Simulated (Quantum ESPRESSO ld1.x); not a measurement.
Results of a calculation; reference values are marked as such.
Task: Mean orbital radii <r> (bohr) of neutral molybdenum, [Kr] 4d5 5s1, of relativity; Dirac values are averaged over j with weights 2j + 1. Spin-unpolarised spherical Kohn-Sham, revPBE, point nucleus, ld1.x of Quantum ESPRESSO 7.5. A level marked "c x" has the speed of light scaled by that factor and shares open shells by 2j + 1; other Dirac levels either fill j = l - 1/2 first or share by 2j + 1.

| shell | non-rel. |
|---|---|
| 1s | 0.03630 |
| 2s | 0.1587 |
| 2p | 0.1360 |
| 3s | 0.4406 |
| 3p | 0.4356 |
| 3d | 0.4144 |
| 4s | 1.137 |
| 4p | 1.250 |
| 4d | 1.962 |
| 5s | 3.749 |

Give the values at the level "Dirac, c x 1.5".

Result: 
shell  Dirac, c x 1.5  change of magnitude (%)
1s            0.03580                    -1.37
2s             0.1563                    -1.47
2p             0.1351                    -0.73
3s             0.4353                    -1.20
3p             0.4333                    -0.54
3d             0.4148                    +0.09
4s              1.124                    -1.10
4p              1.245                    -0.41
4d              1.977                    +0.78
5s              3.688                    -1.63
